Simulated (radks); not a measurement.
The numbers below are computed, except where a source is named.
Effect of the nuclear size on neutral tantalum, [Xe] 4f14 5d3 6s2. Code: a radial shooting solver on a logarithmic mesh with Libxc functionals. Model: Dirac Kohn-Sham, exchange-only LDA, spin-unpolarised, spherical densities, finite nucleus; open shells fill j = l - 1/2 first; Fermi nuclear charge, rms radius 5.3507 fm. The rms radius is varied about that value; shifts are against it.

rms radius (fm)	total energy shift (eV)	density at nucleus (e/bohr^3)	1s1/2 shift (meV)	2s1/2 shift (meV)	5s1/2 shift (meV)	5p1/2 shift (meV)	6s1/2 shift (meV)	5d3/2 shift (meV)	6p1/2 (empty) shift (meV)
4.7728	-10.9	1.359e+06	-4420	-617	-5.39	0.355	-0.341	0.328	0.109
4.9708	-7.25	1.34e+06	-2940	-411	-3.59	0.236	-0.227	0.218	0.073
5.3507	0	1.307e+06	0.000	0.000	0.000	0.000	0.000	0.000	0.000
5.8216	9.47	1.271e+06	3850	537	4.69	-0.308	0.297	-0.285	-0.095
6.2443	18.4	1.241e+06	7480	1040	9.13	-0.599	0.577	-0.555	-0.185

Slopes of the eigenvalues against <r^2> in GHz/fm^2, as finite differences over the two radii next to the reference (eigenvalue slopes, not the field-shift constants of lines): 1s1/2 179000, 2s1/2 25000, 5s1/2 218, 5p1/2 -14.3, 6s1/2 13.8, 5d3/2 -13.3, 6p1/2 (empty) -4.43.
